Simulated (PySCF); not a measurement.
Molecule: `InChI=1S/C5H6O2/c1-6-5-3-2-4-7-5/h2-4H,1H3`.

Mapped SMILES: `[CH3:1][O:2][c:3]1[cH:4][cH:5][cH:6][o:7]1` (H(Xn): hydrogen on atom n).

Geometry PBE0-D3(BJ)/def2-SVP throughout; GIAO in PySCF 2.14.0 with density-fitted response routines, gas phase, one conformer, non-relativistic; equivalent atoms averaged; basis pcSseg-1.

Task: How do the shifts δ (against TMS, H2O at the same level) depend on the functional? (a selection of nuclei; ppm; last column core-seconds on shared hosts with different chips, so compare them loosely; the GGAs took longer than the global hybrids here, which isn't the general rule, and the cause wasn't traced)

Result: 
```csv
functional,kind,C3,C5,C4,C1,O7,O2,H(C5),H(C4),H(C1),core-s
BLYP,GGA,163.6,116.6,83.5,56.2,286.3,105.4,6.21,5.19,3.87,28
BP86,GGA,161.8,116.1,83.2,55.9,281.5,99.5,6.29,5.25,3.87,29
OPBE,GGA,153.1,110.8,79.7,53.8,271.3,95.9,6.33,5.26,3.82,26
KT3,GGA,152.7,107.5,76.2,54.0,265.1,96.6,6.19,5.16,3.82,29
B3LYP,global hybrid,166.0,119.3,85.1,55.1,281.3,94.1,6.34,5.29,3.82,16
PBE0,global hybrid,164.1,118.8,84.6,54.4,277.6,88.5,6.43,5.36,3.80,16
mPW1PW91,global hybrid,164.2,119.0,84.9,54.5,276.9,88.3,6.42,5.35,3.80,18
LC-wPBE,range-separated hybrid,169.5,124.1,87.8,54.5,271.5,77.1,6.56,5.42,3.77,33
```

Task: Which nucleus among those listed moves most, in ppm?

Result: O2 (ether oxygen): from 77.1 ppm with LC-wPBE to 105.4 ppm with BLYP. The smallest spread is 0.10 ppm, at H(C1). Proton shifts span only some 12 ppm, so a few tenths of a ppm matter as much there as several ppm in carbon.
